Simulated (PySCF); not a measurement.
First SCF of a structure search on triplet H₄RuO, at a hand-made square pyramidal (ligand arrangement 1) geometry. PySCF input:

```python
from pyscf import gto, scf, dft
mol = gto.M(atom='''
Ru     0.000000     0.000000     0.000000
O     -0.000000    -1.672600    -0.355500
H      0.000000     0.000000     1.570000
H      1.535700     0.000000    -0.326400
H      0.000000     1.535700    -0.326400
H     -1.535700     0.000000    -0.326400''',
    basis={'Ru': 'def2-TZVP', 'O': 'def2-TZVP', 'H': 'def2-TZVP'},
    ecp={'Ru': 'def2-TZVP'},
    charge=0, spin=2)
mf = dft.UKS(mol, xc='PBE0')
mf.grids.atom_grid = (50, 194)
aux = {'Ru': 'def2-universal-JKFIT', 'O': 'def2-universal-JKFIT', 'H': 'def2-universal-JKFIT'}
mf = mf.density_fit(auxbasis=aux)
mf.conv_tol = 1e-08
mf.diis_space = 10
mf.max_cycle = 60
mf.init_guess = 'minao'
mf.verbose = 4
mf.kernel()
```

Excerpt of the output (cycles alone):

```
init E= -164.325274846046
cycle= 1 E= -171.685114154061  delta_E= -7.36  |g|= 1.12  |ddm|= 2.99
cycle= 2 E= -169.02087268886  delta_E= 2.66  |g|= 2.52  |ddm|= 3.28
cycle= 3 E= -172.154789554845  delta_E= -3.13  |g|= 0.519  |ddm|= 2.94
cycle= 4 E= -172.052863244667  delta_E= 0.102  |g|= 0.756  |ddm|= 0.551
cycle= 5 E= -172.26827698496  delta_E= -0.215  |g|= 0.0702  |ddm|= 0.315
cycle= 6 E= -172.270514351331  delta_E= -0.00224  |g|= 0.0364  |ddm|= 0.0653
cycle= 7 E= -172.271170445764  delta_E= -0.000656  |g|= 0.0208  |ddm|= 0.0279
cycle= 8 E= -172.271633501763  delta_E= -0.000463  |g|= 0.00757  |ddm|= 0.0344
cycle= 9 E= -172.271824880246  delta_E= -0.000191  |g|= 0.00424  |ddm|= 0.0249
cycle= 10 E= -172.271971201552  delta_E= -0.000146  |g|= 0.00366  |ddm|= 0.0258
cycle= 11 E= -172.272062749285  delta_E= -9.15e-05  |g|= 0.00213  |ddm|= 0.0217
cycle= 12 E= -172.272125838315  delta_E= -6.31e-05  |g|= 0.00142  |ddm|= 0.0232
cycle= 13 E= -172.272148035013  delta_E= -2.22e-05  |g|= 0.000724  |ddm|= 0.0129
cycle= 14 E= -172.272154531598  delta_E= -6.5e-06  |g|= 0.000467  |ddm|= 0.00766
cycle= 15 E= -172.272157475331  delta_E= -2.94e-06  |g|= 0.000299  |ddm|= 0.00518
cycle= 16 E= -172.272157940291  delta_E= -4.65e-07  |g|= 9.71e-05  |ddm|= 0.00212
cycle= 17 E= -172.272158012003  delta_E= -7.17e-08  |g|= 5.72e-05  |ddm|= 0.000813
cycle= 18 E= -172.272158019713  delta_E= -7.71e-09  |g|= 2.15e-05  |ddm|= 0.000214
Extra cycle  E= -172.272158019765  delta_E= -5.18e-11  |g|= 3.86e-05  |ddm|= 4.78e-05
converged SCF energy = -172.272158019765  <S^2> = 2.0175399  2S+1 = 3.0116705
```

This is not the lowest solution: all starts ended here, but a stability analysis within the same unrestricted form found one 1.1 kJ/mol lower, at -172.27258 Eh.

Other spin states or occupations of the open shell can lie lower.

The search for the lowest solution, 3 starts and the stability check together, took 12 s on 4 threads of a shared AMD EPYC 9R45 96-Core (Zen 5) host, with 95 basis functions; the process peaked at 0.59 GiB.
